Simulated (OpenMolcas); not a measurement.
Ta3+: effect of the IPEA shift

* Program: OpenMolcas
* Basis: ANO-RCC-VTZP [8s7p5d3f2g1h]
* Scalar Hamiltonian: DKH2, point nucleus
* Active space: 2 electrons in 5 orbitals (5d)
* State averaging: 2S+1 = 3 even, 10 roots; 2S+1 = 1 even, 15 roots kept (CI in the orbitals of an earlier block)
* Spin-orbit coupling: state interaction with AMFI integrals over the reference wave functions, term energies averaged over their components

Methods on the same reference wave functions:
A. CASSCF
B. SS-CASPT2, IPEA 0 Eh, imaginary shift 0.1 Eh (closed shells correlated: 5s 5p)
C. SS-CASPT2, IPEA 0.25 Eh, imaginary shift 0.1 Eh (closed shells correlated: 5s 5p)

Energies in cm⁻¹ above 5d² ³F₂.

| Level | A | B | C |
| --- | --- | --- | --- |
| 5d² ³F₂ | 0.0 | 0.0 | 0.0 |
| 5d² ³F₃ | 4479 | 4830 | 4800 |
| 5d² ³F₄ | 8741 | 9030 | 8990 |
| 5d² ³P₀ | 13155 | 11770 | 11970 |
| 5d² ¹D₂ [58 %] | 13597 | 10750 | 10960 |
| 5d² ³P₁ | 15482 | 14420 | 14600 |
| 5d² ³P₂ [62 %] | 20485 | 18600 | 18790 |
| 5d² ¹G₄ | 20922 | 19870 | 19620 |
| 5d² ¹S₀ | 43854 | 36280 | 36840 |

Between B and C the level of the table that moves most is 5d² ¹S₀, by 560 cm-1 (lowest in B, highest in C). Moves below CASPT2's spread within the term are not significant.

From A to B the spin-free energies of the other terms of 5d² shown, above ³F, scale by factors of 0.54 to 0.90.

The lowest spin-free term lies below A's lowest term by 0.222 hartree in B, 0.218 hartree in C.

CASPT2 breaks the degeneracy within a term, and the mean is taken; among the terms shown or strongly mixed into the levels shown the widest spread is 480 cm-1 (5d² ¹G, B). Terms from blocks run as CI alone lack orbitals of their own. Without dynamic correlation excited terms often stand tens of per cent too high (terms of higher spin than the ground term too low), and those without a measured partner can miss by more than the paired ones (holds for A). Only configurations of the active space appear.

A share in square brackets marks a mixed level and gives the weight of the term that names it, the lowest over the columns.
